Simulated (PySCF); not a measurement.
A PySCF script (with the pyscf-properties extension) for the NMR shieldings of `C=C[P@@H+]1CC[C@@H](C)[C@H]1[SiH3]`, [C₇H₁₆PSi]+, on a GFN2-xTB geometry:

```python
import basis_set_exchange as bse
import numpy as np
from pyscf import gto, dft
from pyscf.prop import nmr

atoms = """
C     3.592866    0.162986    0.271795
C     2.535453   -0.080735   -0.490808
P     0.897948   -0.345280    0.174165
C     0.094281   -1.871889   -0.417099
C    -1.151662   -1.360036   -1.164392
C    -1.604522   -0.045841   -0.512057
C    -2.237066   -0.299289    0.849621
C    -0.346913    0.833940   -0.389898
Si   -0.434976    2.439086    0.697030
H     4.569690    0.321646   -0.154880
H     3.525959    0.210210    1.347468
H     2.600762   -0.131691   -1.572063
H     1.039609   -0.361342    1.548196
H    -0.170105   -2.501241    0.435529
H     0.761777   -2.443817   -1.064841
H    -1.945090   -2.105960   -1.139534
H    -0.902969   -1.177652   -2.211245
H    -2.333406    0.451156   -1.157069
H    -1.502804   -0.703487    1.548254
H    -2.634533    0.622127    1.267678
H    -3.056750   -1.008309    0.762691
H    -0.021992    1.129570   -1.396156
H     0.811210    3.146627    0.404670
H    -0.459774    1.999536    2.093363
H    -1.637927    3.143829    0.278717
"""
names = dict.fromkeys(["C", "P", "Si", "H"], "pcSseg-1")
basis = {el: gto.basis.parse(bse.get_basis(n, elements=[el], fmt="nwchem")) for el, n in names.items()}
mol = gto.M(atom=atoms, basis=basis, charge=1, verbose=0)
mf = dft.RKS(mol, xc="PBE0")
mf.grids.level = 2
mf.grids.alignment = dft.numint.BLKSIZE   # the property module wants whole blocks of grid points
mf.conv_tol = 1e-9
mf.kernel()

calc = nmr.RKS(mf)   # GIAO
C = mf.mo_coeff
Co = C[:, mf.mo_occ > 0]
resp = mf.gen_response(singlet=True, hermi=2)
def vind(x):   # induced exchange potential for any number of trial vectors
    d = np.einsum("pi,xij,qj->xpq", C, 2 * x.reshape(-1, C.shape[1], Co.shape[1]), Co, optimize=True)
    return np.einsum("xpq,pi,qj->xij", resp(d - d.transpose(0, 2, 1)), C, Co, optimize=True).ravel()
mo1, _ = nmr.rhf.solve_mo1(calc, with_cphf=vind)
sigma = calc.kernel(mo1)
for i, s in enumerate(sigma):   # ppm
    print("%2d %-2s %9.2f" % (i, mol.atom_pure_symbol(i), np.trace(s) / 3))
```

Question: What are the results?

Answer: 
```
 0 C      28.30
 1 C      66.29
 2 P     292.67
 3 C     162.91
 4 C     147.38
 5 C     143.61
 6 C     166.90
 7 C     159.15
 8 Si    420.74
 9 H      24.30
10 H      24.58
11 H      25.54
12 H      25.88
13 H      28.77
14 H      29.09
15 H      29.17
16 H      29.48
17 H      28.69
18 H      31.40
19 H      30.21
20 H      30.33
21 H      29.96
22 H      27.45
23 H      27.60
24 H      27.17
```

These numbers come from an equivalent density-fitted implementation of the same equations, which agrees with the script to about 0.01 ppm for H and up to a few tenths of a ppm for heavy atoms, so last digits may differ.

Question: Turn these shieldings into chemical shifts. Chemical shifts δ = σref − σ; $^{13}$C (σ = 186.93 ppm), $^{29}$Si (σ = 349.16 ppm), $^{1}$H (σ = 31.72 ppm) against TMS; $^{31}$P (σ = 318.38 ppm) vs H3PO4, all at this level.

Answer: Averaging equivalent atoms: C 0: 158.6; C 1: 120.6; C 5: 43.3; C 4: 39.5; C 7: 27.8; C 3: 24.0; C 6: 20.0; P 2: 25.7; Si 8: -71.6; H 9: 7.42; H 10: 7.13; H 11: 6.17; H 12: 5.83; H 22/23/24: 4.31; H 17: 3.03; H 13: 2.95; H 14: 2.63; H 15: 2.54; H 16: 2.23; H 21: 1.76; H 18/19/20: 1.07 ppm. Experimental scales use liquid or dissolved standards, which lie at an offset from isolated H3PO4.

Size and cost of the density-fitted run: 247 basis functions, roughly 2.5 core-minutes.
